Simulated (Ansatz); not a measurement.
Born–Oppenheimer molecular dynamics of CH5ClSi2 (9 atoms, charge 0, multiplicity 1). It starts at the highest image of a converged band. Of that band: A structure lower than the last end lies on the path between it and the top, so the climb from that side starts below the end, which may itself be a saddle point or a shallow side well. Neighbouring images differ by up to 1.5 eV, so the band resolves the path poorly. A vibrational analysis at the climbing image gives one clearly imaginary mode, 411i cm⁻¹: a first-order saddle point.

Theory: RKS BHLYP/def2-SVP (Ansatz).

* ensemble: NVE (velocity Verlet)
* time step: 0.5 fs
* steps asked: 200
* starting velocities drawn for: 100 K
* seed: 12754

Frames 1 fs apart, positions in Å.

Velocities at 85.0 fs (Å/ps):

```
Si 1.82 -2.93 -1.45
Si -0.01 -1.48 1.69
C 7.68 -3.01 -14.91
Cl -4.73 5.04 5.93
H -3.19 -5.13 0.18
H 2.44 3.93 -21.44
H 9.75 -7.07 2.52
H -0.68 -5.98 4.28
H 16.21 -4.55 -23.03
```

```xyz
9
Properties=species:S:1:pos:R:3 time_fs=85.0 energy_less_start_eV=-0.350 T=487
Si -0.169 0.592 -1.431
Si 0.556 -0.137 0.721
C 0.390 -1.796 1.489
Cl -1.135 0.347 1.880
H 0.930 0.505 -2.446
H -0.614 1.983 -1.281
H -1.305 -0.279 -1.848
H 1.726 0.627 1.210
H -0.363 -2.393 0.983
9
Properties=species:S:1:pos:R:3 time_fs=86.0 energy_less_start_eV=-0.351 T=489
Si -0.167 0.589 -1.432
Si 0.556 -0.139 0.722
C 0.397 -1.799 1.474
Cl -1.139 0.352 1.886
H 0.926 0.500 -2.445
H -0.612 1.988 -1.302
H -1.294 -0.285 -1.845
H 1.725 0.621 1.214
H -0.349 -2.399 0.958
9
Properties=species:S:1:pos:R:3 time_fs=87.0 energy_less_start_eV=-0.350 T=487
Si -0.165 0.586 -1.433
Si 0.556 -0.140 0.724
C 0.405 -1.802 1.460
Cl -1.144 0.357 1.892
H 0.920 0.496 -2.443
H -0.610 1.994 -1.324
H -1.284 -0.291 -1.843
H 1.724 0.614 1.217
H -0.338 -2.407 0.932
9
Properties=species:S:1:pos:R:3 time_fs=88.0 energy_less_start_eV=-0.342 T=478
Si -0.163 0.582 -1.435
Si 0.556 -0.140 0.725
C 0.413 -1.806 1.446
Cl -1.149 0.362 1.898
H 0.914 0.491 -2.441
H -0.609 2.000 -1.345
H -1.274 -0.296 -1.840
H 1.724 0.608 1.220
H -0.328 -2.417 0.904
9
Properties=species:S:1:pos:R:3 time_fs=89.0 energy_less_start_eV=-0.328 T=463
Si -0.161 0.579 -1.436
Si 0.555 -0.141 0.726
C 0.421 -1.810 1.432
Cl -1.153 0.367 1.904
H 0.908 0.486 -2.440
H -0.608 2.005 -1.367
H -1.266 -0.302 -1.838
H 1.724 0.601 1.224
H -0.318 -2.427 0.878
9
Properties=species:S:1:pos:R:3 time_fs=90.0 energy_less_start_eV=-0.314 T=448
Si -0.159 0.576 -1.437
Si 0.555 -0.140 0.727
C 0.428 -1.815 1.418
Cl -1.158 0.372 1.910
H 0.905 0.481 -2.441
H -0.606 2.006 -1.387
H -1.260 -0.309 -1.837
H 1.725 0.595 1.227
H -0.307 -2.435 0.853
9
Properties=species:S:1:pos:R:3 time_fs=91.0 energy_less_start_eV=-0.306 T=439
Si -0.156 0.573 -1.438
Si 0.554 -0.140 0.728
C 0.435 -1.821 1.404
Cl -1.162 0.377 1.916
H 0.904 0.475 -2.443
H -0.604 2.005 -1.407
H -1.256 -0.316 -1.836
H 1.727 0.590 1.230
H -0.293 -2.441 0.830
9
Properties=species:S:1:pos:R:3 time_fs=92.0 energy_less_start_eV=-0.304 T=436
Si -0.154 0.570 -1.439
Si 0.553 -0.138 0.728
C 0.442 -1.828 1.391
Cl -1.166 0.381 1.922
H 0.906 0.468 -2.448
H -0.601 2.001 -1.426
H -1.255 -0.324 -1.835
H 1.730 0.585 1.233
H -0.276 -2.444 0.811
9
Properties=species:S:1:pos:R:3 time_fs=93.0 energy_less_start_eV=-0.304 T=436
Si -0.151 0.567 -1.439
Si 0.552 -0.137 0.729
C 0.448 -1.836 1.377
Cl -1.170 0.386 1.928
H 0.911 0.460 -2.454
H -0.598 1.993 -1.443
H -1.255 -0.333 -1.835
H 1.734 0.582 1.236
H -0.258 -2.446 0.793
9
Properties=species:S:1:pos:R:3 time_fs=94.0 energy_less_start_eV=-0.301 T=432
Si -0.149 0.564 -1.440
Si 0.551 -0.134 0.729
C 0.454 -1.844 1.364
Cl -1.174 0.390 1.933
H 0.917 0.451 -2.462
H -0.595 1.982 -1.459
H -1.257 -0.341 -1.835
H 1.738 0.579 1.239
H -0.241 -2.449 0.776
9
Properties=species:S:1:pos:R:3 time_fs=95.0 energy_less_start_eV=-0.294 T=426
Si -0.146 0.561 -1.441
Si 0.549 -0.132 0.730
C 0.461 -1.853 1.351
Cl -1.177 0.394 1.939
H 0.925 0.442 -2.469
H -0.593 1.971 -1.474
H -1.259 -0.349 -1.834
H 1.742 0.576 1.241
H -0.226 -2.453 0.758
9
Properties=species:S:1:pos:R:3 time_fs=96.0 energy_less_start_eV=-0.288 T=419
Si -0.144 0.558 -1.441
Si 0.547 -0.129 0.730
C 0.467 -1.862 1.339
Cl -1.181 0.398 1.944
H 0.933 0.431 -2.474
H -0.591 1.959 -1.486
H -1.261 -0.355 -1.833
H 1.746 0.574 1.243
H -0.214 -2.460 0.738
```

Of the whole run (100 fs, mean temperature of the second half 381 K): The conserved energy stayed within 0.03 meV per atom of its start (net change 0.017 meV per atom), so the integration is sound. The system heated up, since it started high on the potential surface and ran downhill. A run of 0.1 ps of so small a system gives no equilibrium averages. The orbitals stay closed-shell, which can raise the energy where a bond breaks towards radicals; this wasn't checked here.

Time of the run: 5 min on 2 threads of Intel(R) Xeon(R) Platinum 8488C (Sapphire Rapids), with other jobs on the host, peak memory 0.21 GiB.
